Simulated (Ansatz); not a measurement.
Relaxation of a periodic cell of 13 atoms, LiMg$_{12}$ (host Mg, host structure hcp, interstitial Li), to a largest force component of 0.03 eV/Å in at most 60 steps.

These are results of Ansatz, DFT PBEsol, scalar-relativistic, plane waves, PAW, not measurements. Settings: cutoff 420 eV, k mesh 3x2x3, gaussian smearing 0.15 eV, no spin polarisation.

```xyz
13
Lattice="6.4200 0.0000 0.0000 -4.8150 8.3398 0.0000 0.0000 0.0000 5.2130" Properties=species:S:1:pos:R:3
Mg 0.000 0.000 0.000
Mg 0.000 1.853 2.607
Mg -1.605 2.780 0.000
Mg -1.605 4.633 2.607
Mg -3.210 5.560 0.000
Mg -3.210 7.413 2.607
Mg 3.210 0.000 0.000
Mg 3.210 1.853 2.607
Mg 1.605 2.780 0.000
Mg 1.605 4.633 2.607
Mg 0.000 5.560 0.000
Mg 0.000 7.413 2.607
Li 4.746 0.974 3.956
```

Q: Where does it end, and by what steps?

A: The forces met the threshold. The force dipped under the threshold on the way, but the program's further checks kept it going. Limits of this set-up: coarse k mesh, a small cell, in which the defect meets its images. After 8 steps the energy has fallen by 1.136 eV; Mg7 moved furthest, 0.87 Å. Parted: Mg3–Mg7 (3.21 → 4.32 Å). Joined: Mg6–Li13 (3.91 → 3.11 Å), Mg9–Li13 (3.83 → 2.92 Å).

```json
{"step": "0", "energy less start (eV)": "0.0000", "largest force component (eV/Å)": "1.339", "accepted": "yes"}
{"step": "1", "energy less start (eV)": "-0.8201", "largest force component (eV/Å)": "0.569", "accepted": "yes"}
{"step": "2", "energy less start (eV)": "-0.9967", "largest force component (eV/Å)": "0.081", "accepted": "yes"}
{"step": "3", "energy less start (eV)": "-1.0162", "largest force component (eV/Å)": "0.084", "accepted": "yes"}
{"step": "4", "energy less start (eV)": "-1.0618", "largest force component (eV/Å)": "0.203", "accepted": "yes"}
{"step": "5", "energy less start (eV)": "-1.1105", "largest force component (eV/Å)": "0.166", "accepted": "yes"}
{"step": "6", "energy less start (eV)": "-1.1312", "largest force component (eV/Å)": "0.112", "accepted": "yes"}
{"step": "7", "energy less start (eV)": "-1.1359", "largest force component (eV/Å)": "0.014", "accepted": "yes"}
{"step": "8", "energy less start (eV)": "-1.1359", "largest force component (eV/Å)": "0.014", "accepted": "yes"}
```

```xyz
13
Lattice="6.4200 0.0000 0.0000 -4.8150 8.3398 0.0000 0.0000 0.0000 5.2130" Properties=species:S:1:pos:R:3
Mg -0.003 0.030 0.139
Mg 0.012 1.874 2.517
Mg -1.236 3.091 -0.103
Mg -1.585 4.840 2.529
Mg -3.283 5.325 -0.018
Mg -3.129 7.557 3.097
Mg 2.944 -0.529 0.633
Mg 3.290 2.144 2.027
Mg 1.776 2.586 -0.371
Mg 1.554 4.613 2.502
Mg 0.100 5.675 -0.112
Mg 0.241 7.332 2.599
Li 4.065 0.915 4.156
```

Time of the run: 79 s on 2 threads of Arm Neoverse V1, on a shared host, peak memory 0.67 GiB.
